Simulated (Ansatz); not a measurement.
`FC(F)(F)C(F)(F)C(F)(F)C(F)(F)C(F)(F)C(F)(F)C(F)(F)C(F)(F)CC[Si](Cl)(Cl)Cl`, relaxed as a singlet with RKS PBE-D4/def2-SVP in Ansatz, starting from the GFN2-xTB geometry. Force threshold 0.03 eV/Å.

Single mean-field runs in def2-SVP are fitted with def2-universal-jkfit.

Start:

Cartesian coordinates in Å:
```
F -6.482 2.055 0.744
C -5.165 2.037 0.605
F -4.817 3.054 -0.174
F -4.620 2.219 1.802
C -4.721 0.669 -0.003
F -4.872 -0.283 0.931
F -5.559 0.370 -1.010
C -3.266 0.622 -0.571
F -3.059 -0.612 -1.052
F -3.184 1.470 -1.610
C -2.161 1.005 0.467
F -2.422 0.445 1.657
F -2.213 2.338 0.629
C -0.734 0.575 -0.003
F -0.499 1.099 -1.215
F -0.713 -0.760 -0.120
C 0.386 0.996 1.001
F 0.188 2.263 1.406
F 0.291 0.221 2.093
C 1.836 0.910 0.426
F 1.985 1.859 -0.519
F 2.672 1.244 1.432
C 2.276 -0.465 -0.161
F 1.858 -1.434 0.686
F 1.595 -0.658 -1.315
C 3.780 -0.517 -0.391
C 4.203 -1.734 -1.218
Si 4.056 -3.445 -0.349
Cl 5.422 -4.650 -1.221
Cl 4.519 -3.204 1.601
Cl 2.228 -4.250 -0.572
H 4.056 0.401 -0.916
H 4.263 -0.522 0.588
H 5.245 -1.577 -1.501
H 3.630 -1.741 -2.147
```

```csv
step,energy (eV),largest force component (eV/Å),SCF passes
1,-101940.4276,1.621,19
2,-101940.7030,0.301,19
3,-101940.7365,0.121,18
4,-101940.7414,0.035,19
5,-101940.7435,0.026,19
6,-101940.7448,0.019,18
```

Force components are those of the run's own axes.

End:

Cartesian coordinates in Å:
```
F -6.6009 2.0301 0.8182
C -5.2721 2.0777 0.6391
F -4.9795 3.1090 -0.1685
F -4.6843 2.2683 1.8313
C -4.8031 0.7311 0.0074
F -4.9684 -0.2455 0.9277
F -5.6122 0.4806 -1.0516
C -3.3356 0.6561 -0.5527
F -3.1759 -0.6193 -0.9812
F -3.2433 1.4900 -1.6127
C -2.1988 1.0212 0.4641
F -2.4432 0.4185 1.6517
F -2.2360 2.3668 0.6262
C -0.7673 0.5967 -0.0162
F -0.5410 1.1692 -1.2235
F -0.7404 -0.7510 -0.1363
C 0.3797 0.9993 0.9735
F 0.2315 2.2997 1.3325
F 0.2792 0.2292 2.0786
C 1.8471 0.8860 0.4134
F 2.0211 1.8446 -0.5309
F 2.6535 1.1782 1.4729
C 2.3148 -0.4751 -0.1792
F 1.9245 -1.4686 0.6788
F 1.6536 -0.6633 -1.3629
C 3.8180 -0.5256 -0.4018
C 4.2809 -1.7610 -1.1833
Si 4.1639 -3.4514 -0.3612
Cl 5.5667 -4.6746 -1.2703
Cl 4.6301 -3.3049 1.6489
Cl 2.3233 -4.3524 -0.5903
H 4.0974 0.3942 -0.9545
H 4.3034 -0.4722 0.5921
H 5.3593 -1.6488 -1.4214
H 3.7538 -1.8329 -2.1577
```

By distances, no bond broke or formed. The bond that changes most is Si28–Cl31, from 2.01 to 2.06 Å (atoms count from 1).

The force fell under the threshold at step 5, but the optimiser went on. No frequencies were taken in this run, so the end may be a saddle point.

It took 23 s on 2 threads of AMD EPYC 7R13 on a shared host and a share (18 GiB) of an NVIDIA H100 80GB HBM3, peak host memory 1.1 GiB.
